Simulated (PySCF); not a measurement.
From one molecule to another.

First species: C₆H₁₃P.
InChI=1S/C6H13P/c1-4-7-5-6(2)3/h4,6H,5H2,1-3H3

Second species: C4ClF3O2.
Bonds: O1–C2 (double), C2–C3, C3–Cl4, C3–C5 (double), C5–O6, O6–C7, C7–F8, C7–F9, C7–F10, C2–C5.

Levels: PBE0/def2-SVPD for dipole moment, HOMO energy, LUMO energy, HOMO–LUMO gap, static isotropic polarisability and electronic spatial extent ⟨r²⟩ about the centre of nuclear charge; TDDFT PBE0/def2-SVPD for lowest singlet excitation; TDA PBE0/def2-SVPD for lowest triplet excitation (Tamm–Dancoff); GFN2-xTB for rotational constant A and rotational constant C. Geometries: GFN2-xTB. Each species is one conformer at its optimised geometry, gas phase, non-relativistic unless stated; the electronic structure was computed with PySCF and density fitting.

The conformers computed, where there is a choice (atom-mapped SMILES and torsion angles):
- `[CH3:1]/[CH:2]=[P:3]\[CH2:4][CH:5]([CH3:6])[CH3:7]`: C2–P3–C4–C5 -174°, P3–C4–C5–C6 -172°
- `[O:1]=[c:2]1[c:3]([Cl:4])[c:5]1[O:6][C:7]([F:8])([F:9])[F:10]`: C3–C5–O6–C7 180°, C5–O6–C7–F8 60°

```tsv
property	column X	column Y
dipole moment	1.59 D	3.02 D
HOMO energy	-6.84 eV	-8.13 eV
LUMO energy	-1.22 eV	-1.38 eV
HOMO–LUMO gap	5.62 eV	6.75 eV
lowest singlet excitation	4.59 eV	5.22 eV
lowest triplet excitation (Tamm–Dancoff)	2.72 eV	4.68 eV
static isotropic polarisability	101.3 au	70.4 au
electronic spatial extent ⟨r²⟩ about the centre of nuclear charge	1321 bohr²	1894 bohr²
rotational constant A	3.897 GHz	2.096 GHz
rotational constant C	0.949 GHz	0.521 GHz
```

**Question.** Which column belongs to which species?

**Answer.** Column X is the first species and column Y the second. The first has 20 atoms and 64 electrons, the second 10 and 84.

**Question.** How does each property change from the first species to the second?

**Answer.** dipole moment +1.43 D; HOMO energy -1.29 eV; LUMO energy -0.16 eV; HOMO–LUMO gap +1.13 eV; lowest singlet excitation +0.63 eV; lowest triplet excitation (Tamm–Dancoff) +1.96 eV; static isotropic polarisability -30.9 au; electronic spatial extent ⟨r²⟩ about the centre of nuclear charge +573 bohr²; rotational constant A -1.801 GHz; rotational constant C -0.428 GHz.

On the first: S1 lies 1.03 eV below the HOMO–LUMO gap; its leading configuration is HOMO−1→LUMO, weight 0.99.

On the second: The dipole matches unit charges of opposite sign 0.63 Å apart (1 e·Å = 4.8032 D).
